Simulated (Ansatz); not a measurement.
`O[Si](Cl)(Cl)Cl`, 6 atoms. The species carries charge 0 and has multiplicity 1. All runs use 2 threads of a server CPU on a shared host. Correlated methods freeze the cores.

Problem. Give the basis size and wall time and peak host memory of each of these runs in Ansatz. RKS ωB97M-V/def2-SVP energy; RKS PBE0-D4/def2-TZVP relaxation (6 steps); RHF-MP2/def2-QZVPP energy; RKS PBE0-D4/def2-QZVPP energy; direct RPA on PBE orbitals/def2-TZVPP energy; RKS HSE06-D4/def2-TZVPP energy; RKS PBE0-D4/def2-TZVP frequencies; RKS ωB97M-V/def2-QZVPP energy; RKS PBE-D4/def2-TZVPP energy and forces; RKS CAM-B3LYP-D4/def2-TZVPP energy; RKS PBE0-D4/def2-SVP energy; RKS BHLYP-D4/def2-TZVPP energy. (Best estimate.)

Solution. The calculation gave: Other jobs shared the machine, so times are rough.

```
                                level                   job  functions  wall time  peak host memory (GiB)
                 RKS PBE0-D4/def2-SVP                energy         91      1.8 s                    0.18
                RKS PBE-D4/def2-TZVPP     energy and forces        213      3.8 s                     0.3
              RKS BHLYP-D4/def2-TZVPP                energy        213        6 s                     0.7
          RKS CAM-B3LYP-D4/def2-TZVPP                energy        213        6 s                    0.74
              RKS HSE06-D4/def2-TZVPP                energy        213      6.5 s                    0.71
direct RPA on PBE orbitals/def2-TZVPP                energy        213        7 s                    0.41
                 RKS ωB97M-V/def2-SVP                energy         91      7.5 s                    0.27
               RKS PBE0-D4/def2-QZVPP                energy        367       15 s                     1.4
                   RHF-MP2/def2-QZVPP                energy        367       23 s                     1.6
               RKS ωB97M-V/def2-QZVPP                energy        367       33 s                     1.5
                RKS PBE0-D4/def2-TZVP  relaxation (6 steps)        185       41 s                    0.55
                RKS PBE0-D4/def2-TZVP           frequencies        185    2.7 min                    0.56
```

HSE06 is defined as in plane-wave codes.
